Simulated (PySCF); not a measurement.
## Cu(OH)3 at several levels of theory

All levels use the PBE0 minimum (singlet; Cu–O 1.744 Å, Cu–O 1.761 Å, Cu–O 1.781 Å, O–H 0.965 Å (×2), O–H 0.971 Å; Cu–O–H 100.6°, Cu–O–H 112.5°, Cu–O–H 115.1°, O–Cu–O 97.1°, O–Cu–O 98.0°, O–Cu–O 164.7°), basis [Cu def2-SVP, O def2-SVP, H def2-SVP], no relativity, density fitting, no spin–orbit coupling, PySCF. For vertical energies the ionised species is a doublet (spins chosen at PBE0 and kept) and the electron-attached one a doublet. Atomisation goes to high-spin ground-configuration atoms, without zero-point energy. Open shells are unrestricted, also as the reference of the correlated levels. A dash marks a value that was not computed or is not defined at that level.

| level | atomisation (kJ/mol) | vertical IP (eV) | vertical EA (eV) | −ε(HOMO) (eV) | gap (eV) | dipole (D) |
| --- | --- | --- | --- | --- | --- | --- |
| PBE0 | 1990 | 10.15 | 2.38 | 8.11 | 3.40 | 1.46 |
| HF | 952 | 6.34 | 4.50 | 12.44 | 11.38 | 1.44 |
| MP2 | – | 11.79 | 1.59 | – | – | – |
| PBE | ? | ? | ? | ? | ? | ? |
| B3LYP | 2025 | 10.20 | 2.23 | 7.73 | 2.86 | 1.46 |
| r2SCAN | – | 10.04 | 1.91 | 6.52 | 1.05 | 1.45 |
| TPSSh | ? | ? | ? | ? | ? | ? |
| B2PLYP | – | 10.77 | 1.81 | – | – | – |
| CAM-B3LYP | 2027 | 10.18 | 2.59 | 9.59 | 5.91 | 1.49 |

(1) Fill in the row of TPSSh.

(2) Fill in the row of PBE.

Answers

(1) atomisation (kJ/mol) 2050, vertical IP (eV) 10.01, vertical EA (eV) 1.92, −ε(HOMO) (eV) 6.99, gap (eV) 1.96, dipole (D) 1.43.

(2) atomisation (kJ/mol) 2199, vertical IP (eV) 9.81, vertical EA (eV) 1.60, −ε(HOMO) (eV) 6.00, gap (eV) 0.70, dipole (D) 1.44.

Spin contamination in at least one species weakens the values at: PBE0, HF, MP2, B3LYP, r2SCAN, TPSSh, B2PLYP, CAM-B3LYP.

Without diffuse functions attachment energies tend to come out too low.
